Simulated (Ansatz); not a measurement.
Mulliken charges of `NB(F)S` from PBE/def2-TZVPP in Ansatz (PBE0-D4/def2-TZVP geometry).

```tsv
atom	x (Å)	y (Å)	z (Å)	charge (e)
N1	-1.076	0.079	0.508	-0.286
B2	0.191	-0.216	0.006	0.303
F3	0.745	-1.400	0.288	-0.231
S4	1.104	0.981	-1.026	-0.256
H5	-1.555	0.944	0.339	0.171
H6	-1.582	-0.578	1.076	0.177
H7	2.174	0.190	-1.191	0.121
```

Task: By hand: the dipole of these point charges (1 e Å = 4.8032 D).

Result: Σ q r = (-0.372, 0.066, 0.157) e Å, of length 0.409 e Å = 1.96 D.

Task: How does the dipole of the full density compare? (An estimate is asked.)

Result: Computed: (-0.328, 0.051, 0.142) e Å, 1.73 D; the point charges give 1.13 times that, at 1° from its direction.

Point charges leave out the atoms' own dipoles, such as those of lone pairs, and Mulliken's split depends on the basis, so the close match here is no proof of good charges.
